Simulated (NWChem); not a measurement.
Molecule: GeCl$_{2}$, singlet; SMILES [Cl][Ge][Cl]

```xyz
3

Ge     0.0000     0.0000     0.7296
Cl    -1.7138     0.0000    -0.6819
Cl     1.7138     0.0000    -0.6819
```
Atoms are numbered in this order, from 1.

Program: NWChem. Pople sets run with spherical d functions. Low-valent species are run as closed-shell singlets; no triplet was tried in these runs. Coordinates come from a B3LYP/6-31G* (spherical d) optimisation. Vzz is the largest principal value of the second derivative of the potential at the nucleus (NWChem prints the opposite sign); η is the asymmetry. Non-relativistic.

```csv
level,Vzz Ge1 (a.u.),η Ge1,Vzz Cl3 (a.u.),η Cl3
B3LYP/6-31G*,2.041,0.56,1.478,0.69
B3LYP/def2-SVP,…,0.60,…,0.69
Hartree-Fock/def2-SVP,2.646,0.72,1.644,0.48
Hartree-Fock/6-31G*,2.471,0.68,1.605,0.49
```

Q: Some entries are withheld; supply them.

A: 
- B3LYP/def2-SVP, Vzz Ge1 (a.u.): 2.225
- B3LYP/def2-SVP, Vzz Cl3 (a.u.): 1.502
